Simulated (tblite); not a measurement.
C7H14NP.
Atom-mapped SMILES: `[NH:1]=[P@:2]12[CH2:3][CH2:4][CH2:5][C@H:6]1[CH2:7][CH2:8][CH2:9]2` (hydrogens: H10 on N1; H11, H12 on C3; H13, H14 on C4; H15, H16 on C5; H17 on C6; H18, H19 on C7; H20, H21 on C8; H22, H23 on C9)

Cartesian coordinates in Å at the GFN2-xTB level; atoms count from 1:
```xyz
23
C7H14NP angstrom
N      0.279    2.627    0.653
P      0.042    1.210    0.053
C     -1.566    0.717   -0.755
C     -2.160   -0.286    0.227
C     -1.032   -1.237    0.633
C      0.168   -0.382    1.040
C      1.525   -0.954    0.631
C      1.724   -0.663   -0.857
C      1.430    0.819   -1.068
H     -0.462    2.967    1.253
H     -1.384    0.255   -1.728
H     -2.197    1.596   -0.898
H     -3.001   -0.830   -0.206
H     -2.516    0.245    1.114
H     -0.771   -1.864   -0.220
H     -1.349   -1.891    1.447
H      0.142   -0.170    2.113
H      1.588   -2.024    0.841
H      2.310   -0.446    1.197
H      1.030   -1.267   -1.445
H      2.737   -0.916   -1.175
H      1.200    1.069   -2.105
H      2.256    1.452   -0.735
```

Calculated harmonic vibrations of the isolated species, GFN2-xTB (tblite), most abundant isotopes, no scaling. The method is semi-empirical: single wavenumbers can be off by several per cent or more. One conformer, not necessarily the lowest.

Harmonic wavenumbers (cm⁻¹): 81.2, 160.7, 201.1, 248.3, 271.5, 283.7, 339.5, 400.9, 413.0, 455.2, 484.1, 545.7, 640.1, 691.4, 736.2, 787.8, 799.7, 844.1, 890.0, 908.7, 925.0, 944.4, 959.4, 975.7, 1003.8, 1027.9, 1061.3, 1081.1, 1090.7, 1108.5, 1133.0, 1161.6, 1173.3, 1201.1, 1211.3, 1222.3, 1240.0, 1252.0, 1279.0, 1314.7, 1319.8, 1326.5, 1328.8, 1429.4, 1438.5, 1475.2, 1481.4, 1487.0, 1500.8, 2927.4, 2953.9, 2960.4, 2963.5, 2965.2, 2972.7, 2974.4, 2975.8, 2977.2, 2980.5, 2981.7, 2988.9, 2991.2, 3387.3.

A = 1775, B = 1596, C = 1131 MHz; mass 143.086 u (most abundant isotopes); point group C1, symmetry number 1.

**Question.** Zero-point energy?

**Answer.** ½Σν̃ = 43668 cm⁻¹ = 522.39 kJ/mol.

**Question.** Give the ideal-gas entropy at 298.15 K and 1 bar in the rigid-rotor, harmonic-oscillator model (classical rotation).

**Answer.** Translation 170.76, rotation 121.32, vibration 91.13: S = 383.2 J/(mol K).

**Question.** And Cp and H(298.15 K) − H(0)?

**Answer.** Cp = 163.53 J/(mol K), of which vibrations give 130.27 (their classical limit is 63 R = 523.8); H(298.15 K) − H(0) = 26.39 kJ/mol without the zero-point energy, 16.47 from vibrations.

**Question.** How do the functions run with temperature in this model?

**Answer.** 
```
 T (K)  S (J/(mol K))  Cp (J/(mol K))  H − H(0) (kJ/mol)  G − H(0) (kJ/mol)  ln q(vib)
    50          236.4            42.0               1.80             -10.02       0.12
   100          271.6            63.1               4.40             -22.76       0.62
373.15          424.5           205.7              40.25            -118.15       6.06
   500          493.7           267.9              70.43            -176.41       9.24
   750          619.9           353.4             148.95            -315.94      15.85
  1000          729.6           408.4             244.65            -484.95      22.36
```

q(vib) and H(0) count from the zero-point level.

**Question.** Which modes carry the vibrational entropy at 298.15 K?

**Answer.** 81.2 cm⁻¹: 16.16; 160.7 cm⁻¹: 10.63; 201.1 cm⁻¹: 8.88; 248.3 cm⁻¹: 7.29; 271.5 cm⁻¹: 6.64; 283.7 cm⁻¹: 6.32 J/(mol K); the other 57 give 35.20 together.

**Question.** Blend soft modes into free rotors: weight 1/[1 + (100 cm⁻¹/ν̃)⁴] for the oscillator and the rest for a rotor with moment μB/(μ + B), μ = h/(8π²ν), B = 10⁻⁴⁴ kg m². What vibrational entropy results?

**Answer.** 88.83 J/(mol K) in place of 91.13, which changes −T·S at 298.15 K by +0.68 kJ/mol.

**Question.** What must be added to the electronic energy to get the Gibbs energy at 298.15 K and 1 bar?

**Answer.** ZPE + [H(298.15 K) − H(0)] − T·S = 522.39 + 26.39 − 114.25 = 434.53 kJ/mol.

Hindered rotation and anharmonicity are outside this model. Other conformers, if any are populated, would add a mixing term that is left out. The structure is chiral; the term R ln 2 for an equal mix with its mirror image is left out.
